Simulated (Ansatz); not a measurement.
One change: `N[SiH2]CCl` becomes `O[SiH2]CCl`.

Ansatz, PBE0-D4/def2-TZVP geometries, multiplicity 1. Each molecule was computed in one conformer, which needn't be the lowest.

```csv
property,`N[SiH2]CCl`
HOMO–LUMO gap (B3LYP/def2-TZVPP) / eV,7.31
HOMO energy (B3LYP/def2-TZVPP) / eV,-7.23
size of the dipole moment (B3LYP/def2-TZVPP) / D,1.61
HOMO–LUMO gap (PBE0/def2-TZVPP) / eV,7.79
LUMO energy (B3LYP/def2-TZVPP) / eV,0.08
zero-point energy (PBE0-D4/def2-TZVP) / kJ/mol,187.7
```

Question: What does the change do to each property? (Best estimate.)

Answer: Computed: 
```tsv
property	`O[SiH2]CCl`	shift
HOMO–LUMO gap (B3LYP/def2-TZVPP) / eV	7.67	0.36
HOMO energy (B3LYP/def2-TZVPP) / eV	-7.94	-0.71
size of the dipole moment (B3LYP/def2-TZVPP) / D	0.93	-0.68
HOMO–LUMO gap (PBE0/def2-TZVPP) / eV	8.15	0.36
LUMO energy (B3LYP/def2-TZVPP) / eV	-0.27	-0.35
zero-point energy (PBE0-D4/def2-TZVP) / kJ/mol	157.1	-30.6
```

With PBE0 the HOMO falls by 0.72 eV and the LUMO falls by 0.36 eV, so the gap widens by about 0.36 eV. PBE moves the HOMO by -0.74 eV and ωB97M-V by -0.66 eV. The zero-point energy changes by -30.6 kJ/mol with -3 modes. Dipoles are sizes alone; their direction can turn.

B3LYP here is the variant with VWN-RPA as its local correlation; programs differ in this.
